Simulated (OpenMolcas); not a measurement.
## Co2+: moving the ligands

Co2+ with its 6 nearest fluoride ions at 2.089 Å, on the Cd site of idealised cubic KCdF3 (a = 4.302 Å, distance in the model lattice 2.151 Å). The rest of the host is ab initio model potentials to 7.6 Å, with orthogonalisation functions on the cations behind the ligands, and point charges beyond; the distance is set by hand and nothing relaxes. Ligand basis ANO-RCC-VDZP.
```
Co    0.0000    0.0000    0.0000
F     2.0890    0.0000    0.0000
F     0.0000    2.0890    0.0000
F    -2.0890    0.0000    0.0000
F     0.0000   -2.0890    0.0000
F     0.0000    0.0000    2.0890
F     0.0000    0.0000   -2.0890
```

* Program: OpenMolcas 26.06
* Method: SS-CASPT2, IPEA 0.25 Eh, imaginary shift 0.1 Eh (closed shells correlated: 3s 3p and the ligand valence shells)
* Basis: ANO-RCC-VTZP [6s5p3d2f1g]
* Scalar Hamiltonian: DKH2, point nucleus
* Active space: 7 electrons in 5 orbitals (3d)
* State averaging: 2S+1 = 4 even, 10 roots; 2S+1 = 2 even, 40 roots
* Spin-orbit coupling: state interaction with AMFI integrals over the reference wave functions

Runs around this geometry, states (labels of O, the rotations of Oh). Energies in cm-1 above the lowest state or level, χT in cm3 K/mol; under a threefold ground state the first gap can be a small split of the lowest multiplet, not the spin-orbit step.

```tsv
R (Å)	Ground state	First state of that spin	First gap with spin-orbit (degeneracies)	χT at 300 K	First state of another spin
2.055	4T1	4T2 7570	370 (2, 4)	3.551	2E 12640
2.089	4T1	4T2 6940	370 (2, 4)	3.585	2E 13150
2.151	4T1	4T2 6040	370 (2, 4)	3.642	2E 13960
```

Taking the first state of the same spin as R^-n, n = -ln(6040 / 7570) / ln(2.151 / 2.055) = 4.9 between the shortest and longest distance.

Roots that are degenerate in the reference are averaged as groups; the widest CASPT2 spread within a group is 130 cm-1 (the 2-fold group of multiplicity 2 near 28200 cm-1 above the lowest state of its run, R = 2.055). Shifts and gaps below about the spread of the groups concerned are not significant. Over all roots computed the reference weight is 0.72 to 0.74 in R = 2.055, 0.72 to 0.74 in R = 2.089, 0.72 to 0.74 in R = 2.151; a low but even weight reflects the number of correlated electrons. An orbital triplet at a regular site is open to Jahn-Teller coupling, which can distort the site and quench the lowest spin-orbit gaps and is left out. A single d shell leaves out the double-shell effect, which counts most for late 3d ions, where the CASPT2 field can be off either way by tens of per cent. Ligand-to-metal charge-transfer states are missing. These CASPT2 states fit no ligand-field parameters well, so their order and spin gaps are uncertain. For late 3d ions with one d shell CASPT2 can put B and the spin-flip bands somewhat low as well as high. With one d shell and no ligand orbital active, 10Dq can be off by tens of per cent for divalent 3d ions, low with halides held by bare charges and at times high in hosts. Free-ion shares, where given, are those of the reference states; single-state CASPT2 does not remix them. No measured value stands beside these numbers; the geometry was set by hand and not optimised.
